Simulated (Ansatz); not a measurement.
C$_{4}$H$_{7}$FSi (`C=C[SiH](F)C=C`). Charge 0, multiplicity 1.

```xyz
13

C    -1.041   -1.678    1.220
C     0.073   -1.129    0.743
Si    0.171   -0.468   -0.982
F     1.342   -1.211   -1.790
C     0.543    1.346   -1.001
C     0.459    2.111    0.085
H    -1.117   -2.055    2.236
H    -1.934   -1.777    0.607
H     0.939   -1.059    1.400
H    -1.100   -0.778   -1.688
H     0.824    1.817   -1.943
H     0.180    1.700    1.051
H     0.659    3.179    0.060
```

Question: What are the harmonic wavenumbers in cm⁻¹ at PBE0-D4/def2-TZVP (Ansatz, finite differences of forces, unscaled)? (An estimate is asked.)

Answer: The calculation gave: 64, 87, 153, 200, 221, 314, 366, 526, 553, 667, 741, 824, 834, 890, 1012, 1015, 1020, 1021, 1049, 1050, 1291, 1293, 1444, 1444, 1670, 1674, 2223, 3129, 3129, 3141, 3145, 3213, 3213.

Question: Is this a minimum?

Answer: Yes, all 33 modes are real.

Question: Give the ideal-gas thermochemistry at 298.15 K and 1 bar (rigid rotor, harmonic oscillator; point group C1, symmetry number 1).

Answer: Zero-point energy 254.9 kJ/mol; H(298) − E = 278.2 kJ/mol; entropy 366.3 J/(mol·K), of which translation 166.6, rotation 115.9, vibration 83.9; G(298) − E = 169.0 kJ/mol. Modes under 100 cm⁻¹ are hindered rotations or soft bends, so the harmonic entropy is rough.
